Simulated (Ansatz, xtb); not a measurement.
**Ranking isomers of C6H5ClN2**

11 gas-phase structures of C6H5ClN2, from a drawn sample of its isomers (lower ones may exist). Each was relaxed with GFN2-xTB; where two conformers were screened, the lower at r2SCAN-D4/def2-SVP is listed:

A. `[H]/N=C/c1cncc(Cl)c1`, a singlet
B. `C=C(Cl)c1ncccn1`, a singlet
C. `[H]/N=C\c1ccc(Cl)nc1`, a singlet
D. `C=Cc1nccnc1Cl`, a singlet
E. `C=Cc1ncncc1Cl`, a singlet
F. `C=Nc1ccc(Cl)nc1`, a singlet
G. `C=Cc1cncnc1Cl`, a singlet
H. `[H]/N=C\c1cncc(Cl)c1`, a singlet
I. `C=Nc1ccnc(Cl)c1`, a singlet
J. `[H]/N=C\c1ccc(Cl)cn1`, a singlet
K. `[H]/N=C\c1ncccc1Cl`, a singlet

Question: Which do you expect lowest at r2SCAN-D4/def2-SVP, and how would the others follow?

Answer: Calculated order at r2SCAN-D4/def2-SVP: J (0.0), K (3.2), C (3.5), A (9.4), H (17.0), E (19.2), G (19.7), B (22.4), I (26.1), D (26.5), F (28.3) kJ/mol. Less than 1 kcal/mol parts J and K; K and C; H and E; E and G; G and B; B and I; I and D; D and F, so the order within those pairs means little.

Energies above the lowest of each column, in kJ/mol; the last columns are at B3LYP/def2-SVP geometries and were run for some of them only (a dash: not run or not comparable):

```tsv
structure	GFN2-xTB	HF/STO-3G	r2SCAN-D4/def2-SVP	B3LYP/def2-SVP	CCSD(T)/def2-SVP + ΔMP2/def2-TZVPP
J	20.3	0.0	0.0	0.0	0.0
K	21.8	3.7	3.2	4.6	4.4
C	19.8	12.2	3.5	4.9	4.5
A	26.6	13.9	9.4	8.8	7.3
H	25.9	17.9	17.0	–	–
E	3.4	20.4	19.2	20.0	23.2
G	0.0	22.7	19.7	20.5	–
B	10.5	15.5	22.4	–	–
I	2.8	34.9	26.1	–	–
D	19.0	28.3	26.5	–	–
F	5.8	33.2	28.3	–	–
```

CCSD(T)/def2-SVP + ΔMP2/def2-TZVPP puts J lowest of those it was run on; GFN2-xTB picks G. Flexible structures stand in one conformer each, not always the lowest. Frequencies (GFN2-xTB) were run for A, C, E, J, K alone. ΔMP2 is the change of the MP2 energy from the smaller to the larger basis.

Over these structures GFN2-xTB departs from r2SCAN-D4/def2-SVP by 16.4 kJ/mol on average once a common shift is removed. A GFN2-xTB relaxation took about 0.058 s and the r2SCAN-D4/def2-SVP energy about 1.9 s on a shared host (Ansatz 0.2.0, xtb 6.7.1).
